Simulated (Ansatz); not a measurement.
Reaction (ligand exchange at a Ge–C bond): `N[C](=O)[GeH2][Cl]` + CH₃SH → `C[S][GeH2][Cl]` + `NC=O`

Program: Ansatz. Geometries: PBE0-D4/def2-TZVP. ΔE: electronic, gas phase. CCSD(T)/CBS adds triple-zeta CCSD(T) − MP2 to the extrapolated MP2 energy (def2 sets, frozen cores). This one scheme is used for every species. For Ge outer-core shells are correlated without core-valence functions, which leaves a few kJ/mol of doubt a bond. Scalar relativity is left out up to krypton. Each species was taken in one conformer, which may not be the lowest.

`N[C](=O)[GeH2][Cl]`:

Z-matrix (Å, degrees):
```
Ge
Cl 1 2.175
C 1 1.994 2 108.0
H 1 1.531 2 107.3 3 -119.5
H 1 1.531 2 107.2 3 119.5
O 3 1.212 1 117.7 2 180.0
N 3 1.344 1 117.1 2 -0.0
H 7 1.008 3 119.4 1 -180.0
H 7 1.006 3 120.8 1 0.0
```

CH₃SH:

Cartesian coordinates in Å:
```
C -0.295 0.361 -0.156
S 0.204 -1.358 0.090
H -0.439 0.875 0.793
H -1.249 0.328 -0.682
H 0.423 0.901 -0.773
H 1.357 -1.106 0.728
```

`C[S][GeH2][Cl]`:

Z-matrix (Å, degrees):
```
C
S 1 1.815
H 1 1.089 2 110.8
H 1 1.090 2 111.3 3 123.0
H 1 1.090 2 106.4 3 -118.4
Ge 2 2.193 1 99.2 3 -61.2
Cl 6 2.164 2 109.8 1 62.6
H 6 1.531 2 108.5 1 -179.6
H 6 1.535 2 111.4 1 -53.1
```

`NC=O`:

Cartesian coordinates in Å:
```
N -0.429 0.485 0.242
C 0.409 -0.465 -0.226
O 0.940 -1.311 0.449
H -0.645 0.512 1.225
H -0.840 1.165 -0.371
H 0.565 -0.386 -1.319
```

```json
{"species": "`N[C](=O)[GeH2][Cl]`", "CCSD(T)/def2-TZVPP energy (Eh)": "-2705.62692"}
{"species": "CH₃SH", "CCSD(T)/def2-TZVPP energy (Eh)": "-438.16519"}
{"species": "`C[S][GeH2][Cl]`", "CCSD(T)/def2-TZVPP energy (Eh)": "-2974.16778"}
{"species": "`NC=O`", "CCSD(T)/def2-TZVPP energy (Eh)": "-169.64770"}
```

Question: Work out ΔE.

Answer: ΔE = (-2974.16778) + (-169.64770) − (-2705.62692) − (-438.16519) = -0.02337 Eh = -14.7 kcal/mol. CCSD(T)/CBS gives -15.1 kcal/mol.

Largest T1 diagnostic among the species: 0.016.

From PBE to PBE0 (25 % exact exchange), in def2-TZVPP and without D4, ΔE moves by −1.2 kcal/mol. In def2-TZVPP, CCSD(T) changes the Hartree–Fock value by +2.7 kcal/mol (the triples alone add +0.3 kcal/mol) and MP2 by +1.5 kcal/mol.
